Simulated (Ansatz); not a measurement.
Ansatz (a first-principles code) input (B3LYP-D3(BJ)/def2-TZVP):

Ansatz 0.2 input:
```yaml
crystal:
  periodic: [false, false, false]
  atoms:
    - {symbol: F, position_ang: [1.31697606, -1.25581768, 0.46009602]}
    - {symbol: C, position_ang: [0.88980538, -0.13538089, -0.09886871]}
    - {symbol: F, position_ang: [1.64507011, 0.89797924, 0.23594490]}
    - {symbol: C, position_ang: [-0.60453200, 0.08788380, -0.13930092]}
    - {symbol: F, position_ang: [-1.13433876, 0.30568838, 1.08020843]}
    - {symbol: F, position_ang: [-0.90381056, 1.14782342, -0.88610762]}
    - {symbol: F, position_ang: [-1.22644233, -0.97264325, -0.64814782]}
basis:
  gaussian:
    orbitals: def2-TZVP
hamiltonian:
  xc: b3lyp
  dispersion: d3bj
magnetization: {spin_polarized: true, initial_magnetization: 1}
relax: {f_tol: 0.002, max_steps: 150}
```

End of the output:

```
1140 factors; their error is unknown
mean field: 1.70 GiB planned
mean field evaluation 64: about -15657.3706 eV, gradient 4.9e1 eV
mean field -15663.21948901 eV, -575.6126993097 hartree, gradient 1.4e-5 eV, S^2 0.752418; 1 other end points of the search recorded, 0 dependent functions left out
the calculation of the forces begins
reference -15663.21966136 eV, -575.6127056432 hartree; 29, 28 occupied and 188, 189 virtual orbitals, 1140 factors
Total energy: -15663.39493748 eV, -575.6191469221 hartree
Atom 0 at     1.277068    -1.246839     0.481330 Å, force    -0.000036    -0.000435     0.000079 eV/Å
Atom 1 at     0.898218    -0.141321    -0.133191 Å, force     0.000528    -0.000264     0.000836 eV/Å
Atom 2 at     1.605762     0.906401     0.247608 Å, force     0.000268     0.000374    -0.000518 eV/Å
Atom 3 at    -0.602532     0.086588    -0.145246 Å, force    -0.001941    -0.000128    -0.000374 eV/Å
Atom 4 at    -1.084266     0.296440     1.095267 Å, force     0.000451    -0.000140    -0.000133 eV/Å
Atom 5 at    -0.892215     1.157385    -0.888500 Å, force    -0.000017     0.000333     0.000086 eV/Å
Atom 6 at    -1.219307    -0.983121    -0.653443 Å, force     0.000748     0.000260     0.000024 eV/Å
Dipole moment:     0.090668    -0.018658    -0.043811 e Å
```

It need not be the lowest isomer of its formula.
